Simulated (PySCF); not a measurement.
2-propoxybutane, C₇H₁₆O.
Atom-mapped SMILES: `[CH3:1][CH2:2][CH2:3][O:4][C@H:5]([CH3:6])[CH2:7][CH3:8]` (hydrogens: H9, H10, H11 on C1; H12, H13 on C2; H14, H15 on C3; H16 on C5; H17, H18, H19 on C6; H20, H21 on C7; H22, H23, H24 on C8)

Computed by this run: PBE0-D3(BJ)/def2-SVP geometry optimisation, gas phase in PySCF; density fitting, grid level 1; the optimiser is geomeTRIC in internal coordinates, started from a GFN2-xTB structure.

Step 0: E = -9549.6011 eV
```
atom  x, y, z in Å  |  force x, y, z in eV/Å
C1      2.8702    0.1837    0.3322   -0.538  -0.061  -0.448
C2      1.6187    0.0250   -0.5201   -0.111  -0.142   0.833
C3      0.4054   -0.3555    0.3222   -0.055   0.104  -0.821
O4     -0.6997   -0.5041   -0.5361   -0.094   0.032   0.344
C5     -1.9487   -0.6936    0.1049   -0.140  -0.535  -0.502
C6     -2.1242   -2.1308    0.6056    0.268   0.784  -0.176
C7     -3.0301   -0.3346   -0.9191    0.607   0.680   0.451
C8     -3.0079    1.1466   -1.2747   -0.078  -0.662   0.045
H9      3.7212    0.4435   -0.2920    0.414   0.115  -0.165
H10     2.7333    0.9688    1.0729    0.032   0.326   0.344
H11     3.0975   -0.7433    0.8543    0.179  -0.364   0.261
H12     1.7702   -0.7512   -1.2715   -0.004  -0.225  -0.310
H13     1.3988    0.9562   -1.0444   -0.115   0.266  -0.244
H14     0.1997    0.4298    1.0688   -0.005   0.126   0.198
H15     0.6118   -1.2903    0.8661    0.055  -0.174   0.179
H16    -2.0195   -0.0044    0.9651   -0.037   0.151   0.134
H17    -3.1093   -2.2523    1.0475   -0.403  -0.101   0.218
H18    -1.3781   -2.3736    1.3583    0.280  -0.180   0.319
H19    -2.0190   -2.8239   -0.2254    0.029  -0.308  -0.343
H20    -4.0062   -0.6057   -0.5137   -0.314  -0.178   0.097
H21    -2.8500   -0.9279   -1.8164    0.006  -0.326  -0.272
H22    -3.2303    1.7545   -0.3998   -0.090   0.312   0.326
H23    -2.0243    1.4202   -1.6464    0.398   0.162  -0.153
H24    -3.7458    1.3646   -2.0430   -0.285   0.197  -0.315
```

Step 1: E = -9549.6654 eV
```
atom  x, y, z in Å  |  force x, y, z in eV/Å
C1      2.8660    0.1635    0.3342    0.076   0.011   0.043
C2      1.5954    0.0351   -0.4831   -0.079   0.004  -0.151
C3      0.3725   -0.2964    0.3450    0.056  -0.019   0.126
O4     -0.7213   -0.4435   -0.5097   -0.007  -0.056  -0.034
C5     -1.9619   -0.7062    0.1074    0.080   0.184   0.079
C6     -2.0791   -2.1522    0.5575   -0.068  -0.078   0.065
C7     -3.0441   -0.3202   -0.8889   -0.093  -0.126  -0.023
C8     -2.9865    1.1351   -1.3112    0.022   0.093   0.005
H9      3.7288    0.3951   -0.3097   -0.023  -0.003   0.035
H10     2.7893    0.9679    1.0848   -0.003  -0.023  -0.014
H11     3.0986   -0.7706    0.8727   -0.011   0.026  -0.011
H12     1.7045   -0.7537   -1.2483    0.007   0.044   0.038
H13     1.3918    0.9698   -1.0349    0.027  -0.045   0.011
H14     0.1825    0.5085    1.0905   -0.010  -0.041  -0.046
H15     0.5646   -1.2224    0.9298   -0.034   0.041  -0.040
H16    -2.0549   -0.0436    0.9993   -0.024  -0.064  -0.052
H17    -3.0398   -2.3146    1.0727    0.048  -0.019  -0.033
H18    -1.2782   -2.4311    1.2596   -0.015   0.023  -0.024
H19    -2.0290   -2.8329   -0.3075    0.011   0.036   0.010
H20    -4.0261   -0.5550   -0.4403    0.058   0.008  -0.034
H21    -2.9379   -0.9767   -1.7724   -0.008   0.034   0.049
H22    -3.1308    1.8047   -0.4463    0.009  -0.007  -0.035
H23    -2.0060    1.3659   -1.7541   -0.033  -0.005   0.020
H24    -3.7650    1.3752   -2.0519    0.015  -0.019   0.018
```

**Question.** Estimate the geometry and energy of step 2. (The exact step hangs on the optimiser's Hessian estimate; all steps are aligned on step 1, rigid shifts and turns removed.)

**Answer.** E = -9549.6683 eV, largest force 0.061 eV/Å
```
atom  x, y, z in Å  |  force x, y, z in eV/Å
C1      2.8634    0.1621    0.3411    0.016   0.003   0.010
C2      1.6003    0.0287   -0.4910   -0.032  -0.003  -0.025
C3      0.3745   -0.2994    0.3356    0.034   0.019   0.041
O4     -0.7204   -0.4467   -0.5176   -0.048  -0.027  -0.026
C5     -1.9591   -0.7013    0.1072    0.022   0.044   0.002
C6     -2.0745   -2.1489    0.5580   -0.025  -0.025   0.021
C7     -3.0470   -0.3192   -0.8852   -0.013  -0.016   0.005
C8     -2.9937    1.1383   -1.3077    0.000   0.011   0.003
H9      3.7342    0.3925   -0.2903    0.000   0.003   0.003
H10     2.7755    0.9682    1.0875   -0.007  -0.002   0.000
H11     3.0892   -0.7687    0.8863   -0.004   0.001  -0.001
H12     1.7173   -0.7621   -1.2505    0.009  -0.003   0.010
H13     1.4032    0.9596   -1.0486    0.001  -0.004   0.002
H14     0.1817    0.5073    1.0757    0.011  -0.001  -0.002
H15     0.5602   -1.2227    0.9233    0.002   0.001  -0.014
H16    -2.0517   -0.0410    0.9978    0.009  -0.003  -0.009
H17    -3.0321   -2.3198    1.0729    0.002  -0.005  -0.008
H18    -1.2705   -2.4243    1.2564    0.001   0.003  -0.001
H19    -2.0212   -2.8242   -0.3099    0.012   0.006  -0.004
H20    -4.0252   -0.5561   -0.4341    0.004   0.001  -0.001
H21    -2.9430   -0.9750   -1.7672    0.003   0.010   0.000
H22    -3.1364    1.8099   -0.4452   -0.001  -0.004  -0.002
H23    -2.0163    1.3711   -1.7537    0.002  -0.003   0.000
H24    -3.7752    1.3735   -2.0456    0.000  -0.003  -0.003
```

The energy changes by -0.0028 eV. The first-order estimate −F·Δx gives -0.0042 eV and the mean of the old and new forces, exact on a quadratic surface, -0.0025 eV. The step makes an angle of 80° with the force vector and moves no atom by more than 0.021 Å.

What follows is the cost of the whole optimisation. Cost: about 5 min of CPU time on one thread; the machine was shared, so the figure is rough.
